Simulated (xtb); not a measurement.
Cl₃OSi, SMILES [O][Si](Cl)(Cl)Cl (connectivity only; charge and spin as stated), charge -1, multiplicity 1. All values are semi-empirical tight-binding results from xtb (GFN2-xTB unless named), good for trends rather than for accurate numbers. Geometry optimised at GFN2-xTB. The multiplicity is an assumed one; other spin states were not compared. The isomer is the one that the SMILES or the coordinates give; other isomers of the formula were not compared.

Question: Estimate the properties. (An estimate is asked for; the answer gives what the named calculation found.)

Answer: 
- point group as xtb finds it = C3v
- orbital gap = 7.96 eV
- zero-point energy = 4.9 kcal/mol
- G − E(el) at 298.15 K (modified RRHO) = -14.7 kcal/mol
- static polarisability (D4 model) = 80.0 bohr³
- solvation energy, GFN2-xTB/ALPB(water) = -46.3 kcal/mol
- solvation energy, GFN2-xTB/ALPB(thf) = -43.9 kcal/mol
